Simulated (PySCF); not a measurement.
A calculated (BLYP, PySCF 2.14, x2c-TZVPPall, scalar relativity by spin-free X2C-1e) atom or ion has these occupied shells.

```json
{"shell": "1s α", "electrons": "1", "orbital energy (eV)": "-17813.2", "rms radius, mean of both spins (bohr)": "0.0426"}
{"shell": "1s β", "electrons": "1", "orbital energy (eV)": "-17813.2", "rms radius, mean of both spins (bohr)": "0.0426"}
{"shell": "2s α", "electrons": "1", "orbital energy (eV)": "-2476.0", "rms radius, mean of both spins (bohr)": "0.176"}
{"shell": "2s β", "electrons": "1", "orbital energy (eV)": "-2475.8", "rms radius, mean of both spins (bohr)": "0.176"}
{"shell": "2p α", "electrons": "3", "orbital energy (eV)": "-2209.9", "rms radius, mean of both spins (bohr)": "0.156"}
{"shell": "2p β", "electrons": "3", "orbital energy (eV)": "-2209.8", "rms radius, mean of both spins (bohr)": "0.156"}
{"shell": "3s α", "electrons": "1", "orbital energy (eV)": "-411.73", "rms radius, mean of both spins (bohr)": "0.491"}
{"shell": "3s β", "electrons": "1", "orbital energy (eV)": "-411.62", "rms radius, mean of both spins (bohr)": "0.491"}
{"shell": "3p α", "electrons": "3", "orbital energy (eV)": "-325.02", "rms radius, mean of both spins (bohr)": "0.499"}
{"shell": "3p β", "electrons": "3", "orbital energy (eV)": "-324.90", "rms radius, mean of both spins (bohr)": "0.499"}
{"shell": "3d α", "electrons": "5", "orbital energy (eV)": "-182.37", "rms radius, mean of both spins (bohr)": "0.498"}
{"shell": "3d β", "electrons": "5", "orbital energy (eV)": "-182.20", "rms radius, mean of both spins (bohr)": "0.498"}
{"shell": "4s α", "electrons": "1", "orbital energy (eV)": "-62.325", "rms radius, mean of both spins (bohr)": "1.29"}
{"shell": "4s β", "electrons": "1", "orbital energy (eV)": "-61.340", "rms radius, mean of both spins (bohr)": "1.29"}
{"shell": "4p α", "electrons": "3", "orbital energy (eV)": "-40.346", "rms radius, mean of both spins (bohr)": "1.46"}
{"shell": "4p β", "electrons": "3", "orbital energy (eV)": "-39.246", "rms radius, mean of both spins (bohr)": "1.46"}
{"shell": "4d α", "electrons": "2", "orbital energy (eV)": "-11.614", "rms radius, mean of both spins (bohr)": "2.30"}
{"shell": "5p α", "electrons": "1", "orbital energy (eV)": "-7.135", "rms radius, mean of both spins (bohr)": "4.48"}
```

Name the element and its charge.

Zr⁺ (zirconium, charge +1), in [Kr] 4d2 5p1, one real determinant (an excited configuration).
